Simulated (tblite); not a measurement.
C₄H₃F₃N₂S.
Geometry (GFN2-xTB, Å), atoms numbered from 1 in this order:
```
atom  x, y, z in Å
C1     1.6277   -0.6840   -0.0685
C2     0.7243    0.4858   -0.0210
S3     1.2520    2.1183   -0.0619
N4    -0.3070    2.6801   -0.0069
N5    -1.1638    1.7709    0.0382
C6    -0.6587    0.5261    0.0331
C7    -1.5519   -0.6710    0.0756
F8    -1.3896   -1.4495   -1.0132
F9    -1.2741   -1.4651    1.1302
F10   -2.8411   -0.3624    0.1492
H11    1.1576   -1.5524    0.3875
H12    2.5609   -0.4673    0.4460
H13    1.8592   -0.9292   -1.1060
```

Method: GFN2-xTB as coded in tblite; computed harmonic values from a numerical Hessian at the method's own geometry, unscaled. Errors from tens to a few hundred cm⁻¹ against measured bands are possible. The optimisation stopped once no atom felt more than 0.01 eV/Å.

Lowest wavenumbers of the output (negative numbers stand for imaginary wavenumbers):
```
mode    cm-1
  1     -37.4
  2      31.3
  3     115.3
  4     136.9
  5     219.4
  6     260.5
  7     333.7
  8     368.2
  9     381.9
 10     476.1
 11     508.5
 12     541.4
 13     572.4
 14     664.3
 15     685.5
```

Task: Is this structure a minimum?

Result: Not by this Hessian. 1 mode is imaginary beyond 20i (37i cm⁻¹), so at this level the point lies at or near a first-order saddle. The curvature is small, so loose convergence or finite differences may be the whole cause.

Task: Which atoms move in the imaginary mode?

Result: 37i: H13 (methyl hydrogen) 38 %, H12 (methyl hydrogen) 30 %, H11 (methyl hydrogen) 29 %. These are shares of the mass-weighted motion.

Task: What is the remedy?

Result: Step along that mode in both directions, optimise again with tighter thresholds and repeat the frequencies. The zero-point energy of this point (45.5 kcal/mol) counts the 32 real modes alone, and thermal corrections from it aren't those of a minimum.
